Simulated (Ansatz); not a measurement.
Ansatz (a first-principles code) input (B3LYP-D3(BJ)/def2-TZVP):

Ansatz 0.2 input:
```yaml
crystal:
  periodic: [false, false, false]
  atoms:
    - {symbol: B, position_ang: [0.77996532, -0.03757276, -0.56456240]}
    - {symbol: F, position_ang: [1.67817860, -0.63514530, 0.23436655]}
    - {symbol: N, position_ang: [-0.48935568, 0.16365312, -0.05043816]}
    - {symbol: H, position_ang: [-1.25085492, 0.59802194, -0.54037572]}
    - {symbol: H, position_ang: [-0.74378977, -0.12240147, 0.88817752]}
basis:
  gaussian:
    orbitals: def2-TZVP
hamiltonian:
  xc: b3lyp
  dispersion: d3bj
magnetization: {spin_polarized: true, initial_magnetization: 1}
relax: {f_tol: 0.002, max_steps: 150}
```

End of the output:

```
568 factors; their error is unknown
0.16 GiB of the device are held for the grids
0.27 GiB of device memory are held for the factors and their scratch space
mean field: 0.32 GiB planned
mean field evaluation 64: about -4918.6983 eV, gradient 1.6e-1 eV
mean field -4918.70934290 eV, -180.7592343305 hartree, gradient 3.1e-5 eV, S^2 0.752033; 1 other end points of the search recorded, 0 dependent functions left out
the calculation of the forces begins
reference -4918.70953986 eV, -180.7592415689 hartree; 12, 11 occupied and 93, 94 virtual orbitals, 568 factors
Total energy: -4918.80053709 eV, -180.7625856553 hartree
Atom 0 at     0.770297    -0.050315    -0.523850 Å, force    -0.000139    -0.000107     0.000051 eV/Å
Atom 1 at     1.728847    -0.633144     0.187647 Å, force     0.000039     0.000067     0.000022 eV/Å
Atom 2 at    -0.507095     0.161706    -0.029740 Å, force     0.000314     0.000008    -0.000196 eV/Å
Atom 3 at    -1.230378     0.602543    -0.569469 Å, force    -0.000133     0.000099     0.000016 eV/Å
Atom 4 at    -0.787528    -0.114235     0.902580 Å, force    -0.000080    -0.000067     0.000107 eV/Å
Dipole moment:    -0.497562     0.109525     0.123669 e Å
```

It need not be the lowest isomer of its formula.
